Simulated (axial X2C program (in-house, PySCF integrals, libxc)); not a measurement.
Potential curves of MoTe⁻, with spin–orbit coupling

All values were computed with an in-house relativistic program for diatomic molecules. Two-component (2c) means X2C with spin–orbit coupling and atomic mean-field two-electron Coulomb and Gaunt terms. Basis: Te dyall-acv3z [12s13p9d5f1g], Mo dyall-acv3z [12s13p10d5f3g] (cores contracted in-house); Gaussian nuclei, density fitting, unrestricted open shells. Masses: Te 129.906 u, Mo 97.905 u.

State: Ω = 5/2 (⟨Sz⟩ = 2.50, ⟨Lz⟩ = 0.00 at PBE0). Energies in cm⁻¹ from the fragments at the same level (Te- + Mo). Fits are polynomials in 1 − R0/R over 0.85 to 1.23 times the lowest point R0.

```tsv
R (Å)	PBE0
2.2524	-9517
2.3560	-13936
2.4337	-15773
2.5113	-16693
2.5890	-16939
2.6796	-16618
2.7702	-15860
2.8867	-14512
3.0291	-12636
3.2363	-9985
```

Occupations by symmetry block were frozen at the best pattern of an incomplete PBE0 search. De is counted from the lowest determinant-based energies of the atoms at the same level, without counterpoise correction. Density functionals use the spin component along the axis (collinear). Other states lie close and PBE0, whose exact exchange favours high spin, may order them wrongly; the determinant shown need not be the ground state. The nearest other 2c determinant of the search, Ω = 3/2, lies 0.51 eV up at the distance of the search. Without a current term, density functionals place determinants with orbital angular momentum somewhat too high. With several unpaired electrons one determinant need not be a pure state. The highest occupied level of some functionals is positive through self-interaction error; at Hartree–Fock it is bound. This is the top spin component of a Σ state; components of lower Ω are not single determinants and can lie lower. The determinant is spin-polarised beyond a pure state at some levels (its spin-free form has ⟨S²⟩ too high), which makes Re and μ there less reliable.

Problem. Fit the PBE0 curve near its minimum: give the equilibrium distance, the harmonic wavenumber and the well depth.

Solution. At PBE0, 2c: Re = 2.585 Å, ωe ≈ 222 cm⁻¹, De = 2.10 eV to Te- + Mo; Be follows as 0.0452 cm⁻¹.
